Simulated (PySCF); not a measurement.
ClGeH3Se. Atoms are numbered in the order given.

```xyz
6

Se     0.8223    -0.6375     0.0000
Cl    -1.0454    -1.8033     0.0000
Ge    -0.2746     1.4593     0.0000
H     -1.1332     1.5721     1.2667
H      0.8689     2.4886     0.0000
H     -1.1332     1.5721    -1.2667
```
Charge 0, spin multiplicity 1.

Geometry optimised at PBE0-D3(BJ)/def2-SVP.

Level of theory: PBE0-D3(BJ)/def2-SVP in PySCF.

Frequencies are harmonic and unscaled.

Computed harmonic wavenumbers and intensities:
| mode | ν (cm⁻¹) | IR (km/mol) | Raman (Å⁴/amu) | depolarisation | moving atoms (share of kinetic energy) |
|---|---|---|---|---|---|
| 1 | 102 | 1.0 | 2.5 | 0.57 | Cl 55 %, Ge 24 %, Se 17 % |
| 2 | 123 | 0.0 | 0.2 | 0.75 | H 95 % |
| 3 | 284 | 7.9 | 7.4 | 0.22 | Ge 49 %, Se 48 % |
| 4 | 406 | 11.6 | 11.9 | 0.34 | Cl 70 %, Se 30 % |
| 5 | 528 | 11.8 | 9.5 | 0.73 | H 92 % |
| 6 | 541 | 8.2 | 11.5 | 0.75 | H 96 % |
| 7 | 807 | 230.9 | 15.9 | 0.45 | H 97 % |
| 8 | 859 | 37.9 | 26.5 | 0.75 | H 99 % |
| 9 | 880 | 36.0 | 22.6 | 0.75 | H 99 % |
| 10 | 2162 | 71.4 | 290.6 | 0.06 | H 99 % |
| 11 | 2182 | 68.4 | 154.5 | 0.37 | H 99 % |
| 12 | 2184 | 88.0 | 101.9 | 0.75 | H 98 % |
